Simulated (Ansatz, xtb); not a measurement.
## BFH5OSi2: which of two conformers lies lower

Structure I is `F[SiH2]OB[SiH2]`, a doublet and structure II is `F[SiH2]OB[SiH2]`, a doublet. Both are isolated molecules in the gas phase, relaxed with B3LYP/6-31G*.

I (Å):

```xyz
10

B    -0.3805   -0.1367    0.1328
F     1.4133   -2.7858   -1.6706
O     0.5660   -0.4205   -0.8136
Si    0.5289   -1.5047   -2.0712
Si   -0.0180    1.2144    1.5278
H    -0.8643   -1.9448   -2.3124
H     1.1571   -0.8582   -3.2412
H    -1.4515   -0.6831    0.0996
H     1.3051    1.8472    1.7626
H    -0.9630    1.4439    2.6494
```

II (Å):

```csv
atom,x (Å),y (Å),z (Å)
B,-0.9726,-0.3145,0.2823
F,1.5467,-2.5712,-1.2445
O,-0.6330,-1.1528,-0.7393
Si,0.6409,-1.3548,-1.7760
Si,0.0971,1.2267,0.9485
H,0.0890,-1.7263,-3.0938
H,1.4728,-0.1309,-1.8164
H,-2.0364,-0.4908,0.8065
H,1.5245,1.5062,0.6406
H,-0.3432,1.9257,2.1820
```

Estimate E(II) − E(I) at the level CCSD(T)/def2-SVP + ΔMP2/def2-TZVPP.

Too close to call at this level: CCSD(T)/def2-SVP + ΔMP2/def2-TZVPP gives E(II) − E(I) = +3.90 kJ/mol.

The same difference at several levels:

```json
{"level": "B3LYP/6-31G*", "geometry": "B3LYP/6-31G*", "E(II) − E(I) (kJ/mol)": "+4.41", "departure from the last row (kJ/mol)": "+0.51", "job, with rough time for the two": "optimisation, 3.2 min"}
{"level": "HF/def2-SVP", "geometry": "B3LYP/6-31G*", "E(II) − E(I) (kJ/mol)": "+3.61", "departure from the last row (kJ/mol)": "−0.29", "job, with rough time for the two": "part of the CCSD(T) run"}
{"level": "MP2/def2-SVP", "geometry": "B3LYP/6-31G*", "E(II) − E(I) (kJ/mol)": "+4.74", "departure from the last row (kJ/mol)": "+0.84", "job, with rough time for the two": "part of the CCSD(T) run"}
{"level": "CCSD(T)/def2-SVP", "geometry": "B3LYP/6-31G*", "E(II) − E(I) (kJ/mol)": "+4.30", "departure from the last row (kJ/mol)": "+0.40", "job, with rough time for the two": "single point"}
{"level": "CCSD(T)/def2-SVP + ΔMP2/def2-TZVPP", "geometry": "B3LYP/6-31G*", "E(II) − E(I) (kJ/mol)": "+3.90", "departure from the last row (kJ/mol)": "", "job, with rough time for the two": "single point, 81 s"}
```

The largest departure from CCSD(T)/def2-SVP + ΔMP2/def2-TZVPP is that of MP2/def2-SVP, 0.84 kJ/mol. Levels run at GFN2-xTB geometries aren't shown. The last row adds to CCSD(T) the change of the MP2 difference between the two basis sets, here −0.40 kJ/mol.

With harmonic frequencies from B3LYP/6-31G* (ideal gas, rigid rotor, one conformer each, 298.15 K, 1 atm): on the last row, ΔE + ΔZPE = +4.29 kJ/mol. A mode under 50 cm⁻¹ makes harmonic enthalpies and free energies unreliable, so none is given.

Open shells are spin-unrestricted. The correlated steps freeze 13 core orbitals. Run with Ansatz 0.2.0; the last row on 2 threads of Arm Neoverse V2 on a shared host.
